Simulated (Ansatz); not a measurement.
Correlation energies of CH3InOSe by basis set

```json
{"atom": "O1", "x (Å)": "-0.059", "y (Å)": "-0.673", "z (Å)": "1.944"}
{"atom": "C2", "x (Å)": "-0.078", "y (Å)": "-0.551", "z (Å)": "0.638"}
{"atom": "Se3", "x (Å)": "-0.361", "y (Å)": "-1.980", "z (Å)": "-0.423"}
{"atom": "In4", "x (Å)": "0.088", "y (Å)": "0.698", "z (Å)": "-1.164"}
{"atom": "H5", "x (Å)": "0.105", "y (Å)": "0.191", "z (Å)": "2.344"}
{"atom": "H6", "x (Å)": "-1.387", "y (Å)": "1.429", "z (Å)": "-1.624"}
{"atom": "H7", "x (Å)": "1.693", "y (Å)": "0.887", "z (Å)": "-1.717"}
```

Total charge 0; spin multiplicity 1. Correlated methods include outer-core shells of In, Se, which these sets cover unevenly. Scalar relativity is left out up to krypton. In takes the def2 core potential. The bonds changed during the relaxation, so this is another structure than the one it started from. All single points use the PBE0-D4/def2-TZVP geometry. It is one conformer, not always the lowest. Frozen core, restricted reference, Ansatz 0.2.0.

```
     basis      HF (Eh)  MP2 corr.
  def2-SVP  -2703.07748   -0.64212
def2-TZVPP  -2703.52354   -0.95689
def2-QZVPP  -2703.57729   -1.47831
```

(1) Estimate the CCSD correlation energy and the (T) correction in each basis where they were run (hartree).

## Answers

(1) 
| basis | CCSD corr. | (T) |
| --- | --- | --- |
| def2-SVP | -0.66518 | -0.02433 |
| def2-TZVPP | -0.96451 | -0.04090 |
